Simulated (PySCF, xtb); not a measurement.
Si(OH)3(SiH3) (H6O3Si2), SMILES O[Si](O)(O)[SiH3].

GFN2-xTB in xtb at its own geometry gives an orbital gap of 4.83 eV and a dipole moment of 0.52 D.

Coordinates come from a r2SCAN-D4/def2-SVP optimisation. One conformer was computed; it need not be the lowest.

**Question.** What does PySCF with M06-2X/def2-TZVP give? (Estimate from the structure and the level; the computed values follow.)

**Answer.** gap 10.03 eV (levels -9.05 and 0.98 eV), dipole 1.19 D.
